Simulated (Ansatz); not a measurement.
Consider the redistribution: `[BH2][AlH][O]C` + `FC([SiH3])[SiH2]S` → `C[O][AlH][SiH2]S` + `BC(F)[SiH3]`.

Computed with Ansatz on PBE0-D4/def2-TZVP structures; ΔE is electronic, products minus reactants. CCSD(T)/CBS adds triple-zeta CCSD(T) − MP2 to the extrapolated MP2 energy (def2 sets, frozen cores). Functionals use def2-TZVPP. B3LYP here is the variant with VWN-RPA as its local correlation; programs differ in this. One conformer a species, not always the lowest.

`[BH2][AlH][O]C`:

```xyz
10

B    -2.028    0.483    0.365
Al   -0.073    1.306    0.181
O     1.253    0.305   -0.146
C     1.414   -1.066   -0.350
H    -2.486    0.118    1.413
H    -2.776    0.366   -0.566
H     0.282    2.845    0.329
H     1.849   -1.253   -1.338
H     2.095   -1.483    0.400
H     0.468   -1.621   -0.289
```

`FC([SiH3])[SiH2]S`:

Z-matrix (Å, degrees):
```
C
Si 1 1.896
Si 1 1.892 2 115.0
F 1 1.410 2 108.9 3 -121.2
H 1 1.098 2 109.0 3 121.9
H 2 1.484 1 109.9 3 57.6
H 2 1.487 1 107.6 3 -61.7
H 2 1.485 1 110.0 3 178.6
S 3 2.132 1 110.9 2 -179.5
H 3 1.485 1 108.5 2 -56.5
H 3 1.484 1 109.2 2 63.8
H 9 1.345 3 93.3 1 56.5
```

`C[O][AlH][SiH2]S`:

Cartesian coordinates in Å:
```
C 1.941 -0.722 1.180
O 0.831 -0.258 0.464
Al -0.802 -0.684 0.365
Si -1.935 0.780 -1.225
S -0.415 2.111 -1.967
H 2.351 0.083 1.798
H 1.691 -1.564 1.836
H 2.723 -1.048 0.487
H -1.344 -1.887 1.249
H -2.554 0.047 -2.366
H -3.039 1.574 -0.612
H 0.553 1.568 -1.208
```

`BC(F)[SiH3]`:

Z-matrix (Å, degrees):
```
C
F 1 1.391
Si 1 1.941 2 108.7
B 1 1.519 2 117.4 3 112.3
H 1 1.096 2 109.0 3 -112.3
H 3 1.486 1 111.3 2 86.0
H 3 1.482 1 106.4 2 -33.3
H 3 1.483 1 108.8 2 -153.2
H 4 1.198 1 117.2 2 175.3
H 4 1.193 1 121.6 2 -11.3
```

Problem. Is it downhill or uphill in electronic energy at CCSD(T)/CBS, and by how much? (Estimate.)

Solution. Computed: Downhill: ΔE = -66.2 kJ/mol.

Problem. What do these levels give: ωB97M-V, B2PLYP, PBE0, B3LYP, HF/def2-QZVPP, MP2/CBS(def2)? (Estimate.)

Solution. The calculation gave: ωB97M-V -67.6, B2PLYP -68.7, PBE0 -79.6, B3LYP -71.1, HF/def2-QZVPP -52.5, MP2/CBS(def2) -67.6 kJ/mol.

Largest T1 diagnostic among the species: 0.013.

In def2-TZVPP, CCSD(T) changes the Hartree–Fock value by −12.5 kJ/mol (the triples alone add −2.9 kJ/mol) and MP2 by −13.9 kJ/mol. From PBE to PBE0 (25 % exact exchange), in def2-TZVPP and without D4, ΔE moves by +4.7 kJ/mol.
